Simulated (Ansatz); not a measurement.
Ansatz results at the PBE0-D4/def2-TZVP geometry: size of the dipole moment (B3LYP/def2-TZVPP) 1.94 D; HOMO–LUMO gap (ωB97M-V/def2-TZVPP) 12.52 eV; LUMO energy (PBE/def2-TZVPP) -2.15 eV.

Each molecule was computed in one conformer, which needn't be the lowest.

Task: Which molecule gave them?
A. `[CH3][GeH]([CH3])[C]#N`
B. `C[O][GeH]([F])[Cl]`
C. `[OH][Ge]([OH])([Cl])[Cl]`
D. `[OH][GeH]([SiH3])[SiH3]`

Result: C. The others give `[OH][GeH]([SiH3])[SiH3]`: 1.17, 10.66, -1.50; `[CH3][GeH]([CH3])[C]#N`: 4.55, 13.08, -0.88; `C[O][GeH]([F])[Cl]`: 2.80, 12.81, -1.37.

B3LYP here is the variant with VWN-RPA as its local correlation; programs differ in this.
